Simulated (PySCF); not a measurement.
CH13NSi4, SMILES [SiH2]([SiH3])[SiH2]CN[SiH3]. Geometry optimised at PBE-D3(BJ)/def2-SVP. This is a generated structure with no PubChem entry under its InChIKey; it may be hypothetical. One conformer was computed; it need not be the lowest.

Computed equilibrium geometry at PBE-D3(BJ)/def2-SVP (PySCF confirms it by a frequency run) as Cartesian coordinates in Å (one conformer of several):
```xyz
19

Si    -3.7169    -0.2420     0.6142
N     -2.4016     0.4372    -0.3146
C     -1.0228     0.5283     0.1535
Si     0.0686    -0.9547    -0.4034
Si     2.3050    -0.7044     0.2983
Si     3.0956     1.3851    -0.4419
H     -4.9644    -0.0270    -0.1959
H     -3.6072    -1.7174     0.9341
H     -3.7965     0.4806     1.9336
H     -2.4926     0.4269    -1.3336
H     -0.5448     1.4795    -0.1785
H     -1.0131     0.5733     1.2646
H     -0.5306    -2.2388     0.1099
H      0.0423    -1.0066    -1.9121
H      3.1820    -1.8030    -0.2477
H      2.3802    -0.7504     1.8048
H      4.5244     1.6315    -0.0360
H      2.9992     1.4645    -1.9431
H      2.2376     2.4794     0.1398
```
